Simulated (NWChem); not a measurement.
Molecule: GaAsH₂F₂; SMILES [F][Ga]([F])[AsH2]

```xyz
6

Ga    -0.0004     0.7848     0.0002
As    -0.0004    -1.6014     0.0444
H      1.0958    -1.6122    -1.0156
H     -1.1124    -1.6148    -0.9990
F     -1.4467     1.7675     0.0301
F      1.4515     1.7595     0.0301
```
Atoms are numbered in this order, from 1.

Program: NWChem. The geometry was optimised at PBE0/def2-SVP. Ions are spin-unrestricted doublets at the neutral geometry; other ion states weren't tried.

For level PBE/def2-SVP:

| Quantity | Value |
|---|---|
| vertical ionisation energy, ΔSCF (eV) | 10.38 |
| −ε(HOMO) (eV) | 7.27 |

Task: What are these values for level B3LYP/def2-SVP?

Result: 
- vertical ionisation energy, ΔSCF (eV): 10.67
- −ε(HOMO) (eV): 8.20
